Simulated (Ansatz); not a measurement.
Cost against result

Saddle point of GaNH6O2, closed shell (GaNH₄O₂ ([NH2][Ga]([OH])[OH]) + H₂ → GaH₃O₂ ([OH][GaH][OH]) + NH₃ (still joined by a long Ga–N bond); bonds formed: Ga1–H6, N2–H5; bonds broken: H5–H6; bonds weakened to dative contacts: Ga1–N2), PBE0-D4/def2-TZVP structure:

```xyz
10
angstrom
Ga -0.4189 -0.4650 -0.1552
N 1.1021 0.7718 -0.0473
O -0.1819 -2.1343 0.4218
O -1.5980 -0.2282 -1.4702
H 0.1142 0.9954 0.9183
H -0.7697 0.7137 1.2964
H 2.0053 0.4131 0.2385
H 1.2366 1.4491 -0.7884
H 0.3259 -2.2038 1.2312
H -1.8155 0.6883 -1.6453
```

Barriers are electronic and count from the start structure reached by relaxing down the imaginary mode.

Computed with Ansatz 0.2.0 (basis: as named in each row); correlated methods freeze the cores. Filled d shells of the heavier atoms are correlated. The def2 sets are not built for correlating such inner shells, so the correlated values are less sure here. B3LYP uses VWN-RPA correlation. Extrapolation: Hartree–Fock as exp(−7.88 √X), correlation as X^−2.97.

Times are rough, for one single point on 4 threads of a shared host (Arm Neoverse V1).

The estimate by CCSD(T) at an estimated basis limit (MP2 extrapolated from triple and quadruple zeta, plus CCSD(T) − MP2 in triple zeta) is 114.9 kJ/mol.

```
      method       basis  time (s)  barrier (kJ/mol)  method less estimate
          HF      STO-3G   under 1             233.2                 118.2
       SPW92    def2-SVP   under 1              38.5                 -76.4
      PBE-D4      STO-3G   under 1             201.9                  87.0
      PBE-D4    def2-SVP   under 1              67.2                 -47.7
    B3LYP-D4       6-31G   under 1             103.4                 -11.6
     PBE0-D4    def2-SVP         1              78.1                 -36.9
       SPW92  def2-TZVPP         1              54.3                 -60.7
      PBE-D4  def2-TZVPP         2              83.0                 -31.9
     BLYP-D4  def2-TZVPP         2              98.8                 -16.2
    B3LYP-D4  def2-TZVPP         2             103.9                 -11.0
    BHLYP-D4  def2-TZVPP         2             114.1                  -0.8
CAM-B3LYP-D4  def2-TZVPP         2             105.7                  -9.3
     PBE0-D4  def2-TZVPP         2              91.7                 -23.3
   r2SCAN-D4  def2-TZVPP         3              90.2                 -24.7
  r2SCAN0-D4  def2-TZVPP         4              96.8                 -18.2
  RPA on PBE  def2-TZVPP         4             110.7                  -4.3
      B2PLYP  def2-TZVPP         4             109.5                  -5.5
    PBE-QIDH  def2-TZVPP         4             102.4                 -12.6
     wB97M-V    def2-SVP         5              87.6                 -27.3
     CCSD(T)    def2-SVP         6             104.3                 -10.6
     wB97X-V  def2-TZVPP         6             108.2                  -6.8
      B97M-V  def2-TZVPP         7              92.1                 -22.8
     wB97M-V  def2-TZVPP         7             107.1                  -7.9
         MP2  def2-QZVPP        18             115.3                   0.3
     CCSD(T)  def2-TZVPP       120             110.1                  -4.8
```

All methods are single points on the PBE0-D4 structures.

T1 diagnostic: at most 0.014.

Labels in which every atom is bracketed show which atoms are joined, not bond orders.
